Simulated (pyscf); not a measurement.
`[CH3][CH2][NH-]` → `[CH2-][CH2][NH2]`, a hydrogen shift (singlet surface; C–H broken, H–N formed). Structures and frequencies: ωB97X-D3(BJ)/def2-SVPD in PySCF. MP2 and CC: frozen core, UHF for open shells. ΔMP2 is the change of the MP2 total energy from the triple- to the quadruple-zeta basis. Energies in kJ/mol from the reactant's lowest minimum found.

Small-basis levels: PySCF, no dispersion term, spherical d functions. 

In single points BP86/6-31G* puts the saddle at 126.0 kJ/mol and the reaction energy at +57.4 kJ/mol. Should these be trusted to within a few kcal/mol? Compare with CCSD(T)/def2-TZVPPD + ΔMP2(QZVPPD).

CCSD(T)/def2-TZVPPD + ΔMP2(QZVPPD) gives ΔE‡ = 150.1 kJ/mol and ΔE = +41.8 kJ/mol. BP86/6-31G* lies 24.1 kJ/mol under it in the barrier and 15.5 kJ/mol over it in the reaction energy, so on this step it does not hold to within 12.6 kJ/mol. CCSD(T)/def2-TZVPPD + ΔMP2(QZVPPD) has limits of its own. This is the saddle that the search found; another between the same sides may lie lower. The CCSD(T) − MP2 part came from Ansatz, without density fitting, on the same reference.
